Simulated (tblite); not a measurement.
Compound: 1-chloropentafluorobenzene, C6ClF5.
SMILES: `FC1=C(F)C(F)=C(Cl)C(F)=C1F`

Computed values, GFN2-xTB/tblite, gas phase, harmonic and unscaled. Against measured fundamentals such values can be off by several per cent, at times by over 20.

Harmonic wavenumbers (cm⁻¹): 94.8, 116.7, 159.4, 171.6, 203.7, 237.7, 242.0, 286.6, 291.4, 365.3, 385.3, 405.0, 410.9, 499.2, 564.9, 567.7, 578.6, 613.6, 704.4, 838.3, 962.8, 1053.4, 1119.5, 1203.2, 1286.4, 1398.6, 1465.5, 1471.3, 1550.2, 1551.9.

A = 1028, B = 747.5, C = 432.8 MHz; mass 201.961 u (most abundant isotopes); point group C2v, symmetry number 2.

Q: Zero-point energy?

A: Half the sum of the wavenumbers: 10400 cm⁻¹ = 29.73 kcal/mol.

Q: Entropy at 400 K, 1 bar (ideal gas, RRHO, classical rotation)?

A: Translation 43.30, rotation 30.75, vibration 37.87: S = 111.9 cal/(mol K).

Q: And Cp and H(400 K) − H(0)?

A: Cp = 45.42 cal/(mol K), of which vibrations give 37.48 (their classical limit is 30 R = 59.6); H(400 K) − H(0) = 11.47 kcal/mol without the zero-point energy, 8.29 from vibrations.

Q: Blend soft modes into free rotors: weight 1/[1 + (100 cm⁻¹/ν̃)⁴] for the oscillator and the rest for a rotor with moment μB/(μ + B), μ = h/(8π²ν), B = 10⁻⁴⁴ kg m². What vibrational entropy results?

A: 36.99 cal/(mol K) in place of 37.87, which changes −T·S at 400 K by +0.35 kcal/mol.

Q: How do the functions run with temperature in this model?

A: 
```json
{"T (K)": "50", "S (cal/(mol K))": "58.6", "Cp (cal/(mol K))": "11.1", "H − H(0) (kcal/mol)": "0.44", "G − H(0) (kcal/mol)": "-2.49", "ln q(vib)": "0.13"}
{"T (K)": "100", "S (cal/(mol K))": "68.6", "Cp (cal/(mol K))": "18.6", "H − H(0) (kcal/mol)": "1.18", "G − H(0) (kcal/mol)": "-5.68", "ln q(vib)": "0.86"}
{"T (K)": "298.15", "S (cal/(mol K))": "99.5", "Cp (cal/(mol K))": "39.1", "H − H(0) (kcal/mol)": "7.15", "G − H(0) (kcal/mol)": "-22.52", "ln q(vib)": "5.92"}
{"T (K)": "373.15", "S (cal/(mol K))": "108.8", "Cp (cal/(mol K))": "43.9", "H − H(0) (kcal/mol)": "10.27", "G − H(0) (kcal/mol)": "-30.34", "ln q(vib)": "7.93"}
{"T (K)": "500", "S (cal/(mol K))": "122.6", "Cp (cal/(mol K))": "50.2", "H − H(0) (kcal/mol)": "16.26", "G − H(0) (kcal/mol)": "-45.03", "ln q(vib)": "11.17"}
{"T (K)": "750", "S (cal/(mol K))": "144.5", "Cp (cal/(mol K))": "57.6", "H − H(0) (kcal/mol)": "29.84", "G − H(0) (kcal/mol)": "-78.54", "ln q(vib)": "16.92"}
{"T (K)": "1000", "S (cal/(mol K))": "161.6", "Cp (cal/(mol K))": "61.3", "H − H(0) (kcal/mol)": "44.75", "G − H(0) (kcal/mol)": "-116.89", "ln q(vib)": "21.90"}
```

q(vib) and H(0) count from the zero-point level.

Q: Which modes carry the vibrational entropy at 400 K?

A: 94.8 cm⁻¹: 4.13; 116.7 cm⁻¹: 3.73; 159.4 cm⁻¹: 3.12; 171.6 cm⁻¹: 2.98; 203.7 cm⁻¹: 2.65; 237.7 cm⁻¹: 2.36 cal/(mol K); the other 24 give 18.90 together.

Hindered rotation and anharmonicity are outside this model.
